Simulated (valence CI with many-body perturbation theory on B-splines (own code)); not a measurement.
The numbers below are computed, except where a source is named.
## Basis-set convergence for In XLIV

Level of theory: valence CI with perturbative core correlation (CI+MBPT): four valence electrons over a frozen Dirac-Fock core [He], a basis of 9 s, 9 p, 8 d, 6 f, 3 g, 1 h functions for each j, with the one-electron correlation potential Σ1 (screened to all orders), the two-electron term Σ2, the three-electron term Σ3, Breit, model QED; selected single and double excitations, second order for the rest, scaled by the run's own slope (own B-spline code, finite nucleus).

The last digits are not significant, and no measured levels were compared; by estimate large intervals hold to a few tenths of a per cent, small ones and those within an open d or f shell to about a per cent. Among the levels kept, up to 300 cm⁻¹ of a level comes from second order outside the variational space, and about a tenth of that is noise between levels of different J, which matters for small intervals.

The reference run has the lowest level (2s^2 2p1/2^2) J=0 and an ionisation energy of 7208.51 eV. Its largest variational space holds 20000 state functions.

Levels are named by their leading jj configuration (3d3/2^4 stands for four electrons in 3d with j = 3/2), which in mixed levels can hold well under half, so a name can repeat and another be missing. Letters in brackets count levels of one name in rising energy.

Changed runs:
A. basis 6 s, 6 p, 5 d, 3 f, 1 g
B. basis 5 s, 5 p, 4 d, 2 f

Excitation energies of the reference run in cm⁻¹, and shifts in cm⁻¹:

```csv
Level,Reference,A,B
(2s^2 2p1/2 2p3/2) J=1,1715790,-37,-197
(2s^2 2p1/2 2p3/2) J=2,1832250,+82,+132
(2s 2p1/2^2 2p3/2) J=2,3011790,-96,-332
(2s 2p1/2^2 2p3/2) J=1,3456980,+65,+252
(2s^2 2p3/2^2) J=2,3634660,+37,-24
(2s^2 2p3/2^2) J=0,3921420,+80,+256
(2s 2p1/2 2p3/2^2) J=2 [a],4637670,-127,-466
(2s 2p1/2 2p3/2^2) J=3,4888820,+59,+34
(2s 2p1/2 2p3/2^2) J=0,5148350,+5.5,+103
(2s 2p1/2 2p3/2^2) J=1 [a],5249880,+42,+119
(2s 2p1/2 2p3/2^2) J=2 [b],5331370,+157,+430
(2s 2p1/2 2p3/2^2) J=1 [b],5365030,+101,+346
Ionisation energy (eV),7208.51,-0.015,-0.09
```
